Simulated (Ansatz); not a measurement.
Species: HS₂ (charge 0, doublet). It need not be the lowest isomer of its formula. SMILES: [S]S
Structure (B3LYP-D3(BJ)/def2-TZVP (Ansatz, an electronic-structure program) minimum search):
```
S
H 1 1.3565
S 1 1.9776 2 102.01
```
Charge 0, spin multiplicity 2.

Property: atomisation energy (electronic, to ground-state atoms), in kcal/mol. Correlated levels leave the core frozen unless marked. UHF or UKS for open shells. Spin-orbit coupling is left out. No relativistic terms. The coupled-cluster limit lacks core correlation, which all-electron functionals hold. CBS(X,Y): correlation extrapolated as X^-3; Hartree-Fock from the larger set.

```
level                                        program  atomisation energy (kcal/mol)
------------------------------------  --------------  -----------------------------
r2SCAN0/def2-TZVPD                            Ansatz                     (withheld)
B2GP-PLYP-D3(BJ)/def2-TZVPD           Ansatz + dftd3                          159.8
CCSD/aug-cc-pV(T+d)Z                          Ansatz                          150.9
CCSDT/cc-pV(D+d)Z                             Ansatz                          140.4
CCSD(T)/CBS(def2-TZVPPD,def2-QZVPPD)          Ansatz                     (withheld)
```

Q: Fill in the missing entries.

A: 
- r2SCAN0/def2-TZVPD, atomisation energy (kcal/mol): 162.7
- CCSD(T)/CBS(def2-TZVPPD,def2-QZVPPD), atomisation energy (kcal/mol): 163.9
